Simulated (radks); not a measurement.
Values are calculated unless marked as measured or tabulated.
The iodine ion I16+, 37 electrons, occupied as [Kr] 4d1.

Level of theory: non-relativistic Kohn-Sham, LDA (Slater exchange, Perdew-Wang correlation), spin-unpolarised, spherical densities, point nucleus; relativity is left out, which matters for an element this heavy (a radial shooting solver on a logarithmic mesh with Libxc functionals).

Energy parts (eV):
| part | energy |
|---|---|
| total | -185548.698 |
| kinetic | 185467.929 |
| electron-nucleus | -426045.844 |
| Hartree | 59288.706 |
| exchange-correlation | -4259.489 |

Orbitals (lengths in bohr, moments of r in powers of bohr):
| orbital | occ. | eigenvalue (eV) | <r> |
|---|---|---|---|
| 1s | 2 | -32007.79 | 0.02870 |
| 2s | 2 | -5158.256 | 0.1235 |
| 2p | 6 | -4874.092 | 0.1051 |
| 3s | 2 | -1336.362 | 0.3264 |
| 3p | 6 | -1217.023 | 0.3163 |
| 3d | 10 | -995.9293 | 0.2858 |
| 4s | 2 | -503.8959 | 0.7124 |
| 4p | 6 | -458.9929 | 0.7269 |
| 4d | 1 | -380.3411 | 0.7537 |

The highest occupied level is 4d at -380.34 eV. The density falls to 0.001 e/bohr^3 at r = 1.75 bohr. Virial ratio -V/T = 2.00044. Summed over all electrons, <r^2> = 7.383 bohr^2, which gives a Langevin (diamagnetic) susceptibility term of -5.85 x 10^-6 cm^3/mol. For comparison, the ionisation energy in NIST's Atomic Spectra Database is 393 eV (theoretical). In exact Kohn-Sham theory the highest level is minus the ionisation energy, but local and semilocal functionals leave it too shallow, through self-interaction and a potential that decays too fast; potentials with the right tail come closer.

Beside tabulated values, note that spin-unpolarised runs miss the spin-polarisation part of the exchange energy of open shells.
